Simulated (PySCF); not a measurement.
**SMILES [C-]#[N+]B1C=CC=CN1C=C, C7H7BN2**

Geometry:
```
atom   x (Å)   y (Å)   z (Å)
  C1  -0.006   3.787  -0.114
  N2   0.257   2.640  -0.074
  B3   0.627   1.235  -0.023
  C4   2.051   0.744   0.038
  C5   2.265  -0.610   0.089
  C6   1.178  -1.526   0.071
  C7  -0.112  -1.083   0.018
  N8  -0.433   0.247  -0.015
  C9  -1.791   0.641  -0.014
 C10  -2.832  -0.088   0.390
 H11   2.906   1.425   0.046
 H12   3.280  -1.017   0.134
 H13   1.360  -2.602   0.081
 H14  -0.947  -1.783  -0.030
 H15  -1.936   1.661  -0.375
 H16  -2.741  -1.093   0.808
 H17  -3.834   0.336   0.319
```

Computed with PySCF, quadratic response CAM-B3LYP/aug-cc-pVDZ first hyperpolarisability, Taylor convention, gas phase. Geometry: PBE0-D3(BJ)/def2-SVP.

Task: Give the tensor of the second harmonic β(−2ω;ω,ω) at 1907 nm in the axes of these coordinates.

Result: In au, Taylor convention; rows are the first index (the induced dipole):
|  | xx | yy | zz | xy | xz | yz |
| --- | --- | --- | --- | --- | --- | --- |
| x | -18.5 | -7.7 | +22.2 | -2.3 | +7.0 | +13.0 |
| y | -7.7 | -279.9 | +17.7 | -2.1 | +12.4 | +19.5 |
| z | +7.6 | +19.9 | -6.4 | +12.8 | +21.3 | +17.9 |

Norm of βᵢ = ⅓ Σⱼ (βᵢⱼⱼ + βⱼᵢⱼ + βⱼⱼᵢ): 266.9 au, hyper-Rayleigh value 116.0 au.
